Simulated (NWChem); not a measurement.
System: LaNH2F2; SMILES [NH2][La]([F])[F]

Here is an NWChem input.

```
start job
memory heap 200 mb stack 900 mb global 1100 mb
geometry units angstroms
  La    -0.018453     0.027226    -0.023526
  F      1.804707    -0.756291    -0.328015
  F     -0.725086    -0.782904     1.672677
  N     -1.078594     1.539987    -1.348232
  H     -2.005455     1.938120    -1.195308
  H     -0.724732     1.954255    -2.205124
end
basis spherical
  * library def2-svp
end
ecp
  La library def2-ecp
end
dft
  xc pbe0
  iterations 150
end
driver
  maxiter 120
end
task dft optimize
dft
  grid fine
  convergence energy 1d-8 density 1d-7
end
task dft freq numerical
```

Output (shortened):

```
             Northwest Computational Chemistry Package (NWChem) 7.3.0
             --------------------------------------------------------

 CS  symmetry detected

                             Geometry "geometry" -> ""
                             -------------------------

 Output coordinates in angstroms (scale by  1.889725989 to convert to a.u.)

  No.       Tag          Charge          X              Y              Z
 ---- ---------------- ---------- -------------- -------------- --------------
    1 La                  57.0000    -0.00013749    -0.00173274     0.00000000
    2 F                    9.0000     1.61500545    -1.19414109     0.00000000
    3 F                    9.0000    -1.61040508    -1.20164249     0.00000000
    4 N                    7.0000    -0.00274222     2.27141117     0.00000000
    5 H                    1.0000    -0.82269348     2.87857363     0.00000000
    6 H                    1.0000     0.80832251     2.88236668     0.00000000

 Effective nuclear repulsion energy (a.u.)     426.0450912498

      Symmetry information
      --------------------

 Group name             Cs
 Group number              2
 Group order               2
 No. of unique centers     6

                                Z-matrix (autoz)
                                --------

 Units are Angstrom for bonds and degrees for angles

[...]

      ----------------------
      Optimization converged
      ----------------------

  Step       Energy      Delta E   Gmax     Grms     Xrms     Xmax
  ---- ---------------- -------- -------- -------- -------- --------
@    7    -286.96094029  1.6D-07  0.00005  0.00002  0.00011  0.00029
                                     ok       ok       ok       ok

                                Z-matrix (autoz)
                                --------

 Units are Angstrom for bonds and degrees for angles

      Type          Name      I     J     K     L     M      Value     Gradient
      ----------- --------  ----- ----- ----- ----- ----- ---------- ----------
    1 Stretch                  1     2                       2.15448   -0.00001
    2 Stretch                  1     3                       2.15446   -0.00002
    3 Stretch                  1     4                       2.29305    0.00002
    4 Stretch                  4     5                       1.02170    0.00005
    5 Stretch                  4     6                       1.02166    0.00004
    6 Bend                     1     4     5               127.29299   -0.00001
    7 Bend                     1     4     6               127.42854    0.00001
    8 Bend                     2     1     3               125.34382   -0.00001
    9 Bend                     2     1     4               117.34870    0.00001
   10 Bend                     3     1     4               117.30748    0.00000
   11 Bend                     5     4     6               105.27847   -0.00000
   12 Torsion                  2     1     4     5         180.00000    0.00000
   13 Torsion                  2     1     4     6           0.00000    0.00000
   14 Torsion                  3     1     4     5           0.00000    0.00000
   15 Torsion                  3     1     4     6         180.00000    0.00000

                         Geometry "geometry" -> "geometry"
                         ---------------------------------

 Output coordinates in angstroms (scale by  1.889725989 to convert to a.u.)

  No.       Tag          Charge          X              Y              Z
 ---- ---------------- ---------- -------------- -------------- --------------
    1 La                  57.0000     0.00047698    -0.08435060     0.00000000
    2 F                    9.0000     1.91628816    -1.06997688     0.00000000
    3 F                    9.0000    -1.91173925    -1.07689368     0.00000000
    4 N                    7.0000    -0.00449619     2.20869671     0.00000000
    5 H                    1.0000    -0.81864621     2.82597011     0.00000000
    6 H                    1.0000     0.80546623     2.83138950     0.00000000

 Effective nuclear repulsion energy (a.u.)     404.7048235765

      Symmetry information
      --------------------

 Group name             Cs
 Group number              2
 Group order               2
 No. of unique centers     6

[...]

 Rotational Constants
 --------------------
 A=   0.131799 cm-1  (  0.189626 K)
 B=   0.119959 cm-1  (  0.172591 K)
 C=   0.062800 cm-1  (  0.090354 K)

 Temperature                      =   298.15K
 frequency scaling parameter      =   1.0000

 Zero-Point correction to Energy  =   16.882 kcal/mol  (  0.026904 au)
 Thermal correction to Energy     =   20.433 kcal/mol  (  0.032562 au)
 Thermal correction to Enthalpy   =   21.025 kcal/mol  (  0.033506 au)

 Total Entropy                    =   78.972 cal/mol-K
   - Translational                =   41.658 cal/mol-K (mol. weight = 192.9216)
   - Rotational                   =   26.876 cal/mol-K (symmetry #  =        1)
   - Vibrational                  =   10.438 cal/mol-K

 Cv (constant volume heat capacity) =   17.541 cal/mol-K
   - Translational                  =    2.979 cal/mol-K
   - Rotational                     =    2.979 cal/mol-K
   - Vibrational                    =   11.582 cal/mol-K

[normal modes left out]

 ----------------------------------------------------------------------------
 Normal Eigenvalue ||           Projected Infra Red Intensities
  Mode   [cm**-1]  || [atomic units] [(debye/angs)**2] [(KM/mol)] [arbitrary]
 ------ ---------- || -------------- ----------------- ---------- -----------
    1      -39.609 ||    0.045522           1.050        44.377      10.356
    2       -0.000 ||    0.000533           0.012         0.519       0.121
    3       -0.000 ||    0.000182           0.004         0.177       0.041
    4       -0.000 ||    0.000013           0.000         0.013       0.003
    5       -0.000 ||    0.001115           0.026         1.087       0.254
    6       -0.000 ||    0.000298           0.007         0.291       0.068
    7       -0.000 ||    0.000121           0.003         0.118       0.027
    8      116.077 ||    0.001536           0.035         1.498       0.350
    9      131.947 ||    0.015945           0.368        15.544       3.627
   10      374.071 ||    0.023430           0.541        22.841       5.330
   11      375.218 ||    0.000000           0.000         0.000       0.000
   12      526.027 ||    0.119505           2.757       116.500      27.187
   13      545.544 ||    0.074595           1.721        72.719      16.970
   14      549.696 ||    0.262048           6.046       255.457      59.614
   15      555.295 ||    0.217907           5.027       212.426      49.572
   16     1514.712 ||    0.015162           0.350        14.780       3.449
   17     3520.402 ||    0.009326           0.215         9.092       2.122
   18     3606.024 ||    0.003997           0.092         3.897       0.909
 ----------------------------------------------------------------------------

 ===============================================================================
      Negative Nuclear Hessian Mode    1  Eigenvalue =    -39.61 cm**(-1)
 -------------------------------------------------------------------------------
   Raw step length:  0.167 angstroms ;  The Raw step for this mode is:
    1 La                  57.0000     0.00000000     0.00000000     0.02365946
    2 F                    9.0000     0.00000000     0.00000000    -0.06135278
    3 F                    9.0000     0.00000000     0.00000000    -0.06132927
    4 N                    7.0000     0.00000000     0.00000000    -0.05512819
    5 H                    1.0000     0.00000000     0.00000000    -0.09108790
    6 H                    1.0000     0.00000000     0.00000000    -0.09120160

  Geometry after  100.0% step for mode  1; Step length =  0.167 angstroms
   Maximum component (any atom: x,y, or z) displacement:  0.172
    1 La                  57.0000     0.00047698    -0.08435060     0.02365946
    2 F                    9.0000     1.91628816    -1.06997688    -0.06135278
    3 F                    9.0000    -1.91173925    -1.07689368    -0.06132927
    4 N                    7.0000    -0.00449619     2.20869671    -0.05512819
    5 H                    1.0000    -0.81864621     2.82597011    -0.09108790
    6 H                    1.0000     0.80546623     2.83138950    -0.09120160

  Geometry after -100.0% step for mode  1; Step length =  0.167 angstroms
   Maximum component (any atom: x,y, or z) displacement:  0.172
    1 La                  57.0000     0.00047698    -0.08435060    -0.02365946
    2 F                    9.0000     1.91628816    -1.06997688     0.06135278
    3 F                    9.0000    -1.91173925    -1.07689368     0.06132927
    4 N                    7.0000    -0.00449619     2.20869671     0.05512819
    5 H                    1.0000    -0.81864621     2.82597011     0.09108790
    6 H                    1.0000     0.80546623     2.83138950     0.09120160

  Geometry after   50.0% step for mode  1; Step length =  0.083 angstroms
   Maximum component (any atom: x,y, or z) displacement:  0.086
    1 La                  57.0000     0.00047698    -0.08435060     0.01182973
    2 F                    9.0000     1.91628816    -1.06997688    -0.03067639
    3 F                    9.0000    -1.91173925    -1.07689368    -0.03066464
    4 N                    7.0000    -0.00449619     2.20869671    -0.02756410
    5 H                    1.0000    -0.81864621     2.82597011    -0.04554395
    6 H                    1.0000     0.80546623     2.83138950    -0.04560080

  Geometry after  -50.0% step for mode  1; Step length =  0.083 angstroms
   Maximum component (any atom: x,y, or z) displacement:  0.086
    1 La                  57.0000     0.00047698    -0.08435060    -0.01182973
    2 F                    9.0000     1.91628816    -1.06997688     0.03067639
    3 F                    9.0000    -1.91173925    -1.07689368     0.03066464
    4 N                    7.0000    -0.00449619     2.20869671     0.02756410
    5 H                    1.0000    -0.81864621     2.82597011     0.04554395
    6 H                    1.0000     0.80546623     2.83138950     0.04560080

  Geometry after  116.0% step for mode  1; Step length =  0.193 angstroms
   Maximum component (any atom: x,y, or z) displacement:  0.200
    1 La                  57.0000     0.00047698    -0.08435060     0.02745576
    2 F                    9.0000     1.91628816    -1.06997688    -0.07119721
    3 F                    9.0000    -1.91173925    -1.07689368    -0.07116992
    4 N                    7.0000    -0.00449619     2.20869671    -0.06397384
    5 H                    1.0000    -0.81864621     2.82597011    -0.10570350
    6 H                    1.0000     0.80546623     2.83138950    -0.10583545

  Geometry after -116.0% step for mode  1; Step length =  0.193 angstroms
   Maximum component (any atom: x,y, or z) displacement:  0.200
    1 La                  57.0000     0.00047698    -0.08435060    -0.02745576
    2 F                    9.0000     1.91628816    -1.06997688     0.07119721
    3 F                    9.0000    -1.91173925    -1.07689368     0.07116992
    4 N                    7.0000    -0.00449619     2.20869671     0.06397384
    5 H                    1.0000    -0.81864621     2.82597011     0.10570350
    6 H                    1.0000     0.80546623     2.83138950     0.10583545

  Geometry after   58.0% step for mode  1; Step length =  0.097 angstroms
   Maximum component (any atom: x,y, or z) displacement:  0.100
    1 La                  57.0000     0.00047698    -0.08435060     0.01372788
    2 F                    9.0000     1.91628816    -1.06997688    -0.03559860
    3 F                    9.0000    -1.91173925    -1.07689368    -0.03558496
    4 N                    7.0000    -0.00449619     2.20869671    -0.03198692
    5 H                    1.0000    -0.81864621     2.82597011    -0.05285175
    6 H                    1.0000     0.80546623     2.83138950    -0.05291772

  Geometry after  -58.0% step for mode  1; Step length =  0.097 angstroms
   Maximum component (any atom: x,y, or z) displacement:  0.100
    1 La                  57.0000     0.00047698    -0.08435060    -0.01372788
    2 F                    9.0000     1.91628816    -1.06997688     0.03559860
    3 F                    9.0000    -1.91173925    -1.07689368     0.03558496
    4 N                    7.0000    -0.00449619     2.20869671     0.03198692
    5 H                    1.0000    -0.81864621     2.82597011     0.05285175
    6 H                    1.0000     0.80546623     2.83138950     0.05291772
```

Level: PBE0/def2-SVP with def2 effective core potentials on La. def2 effective core potentials on La; no spin-orbit coupling. The printed entropy takes a lower symmetry number than the molecule has. The optimisation ended at a saddle point (imaginary frequency).
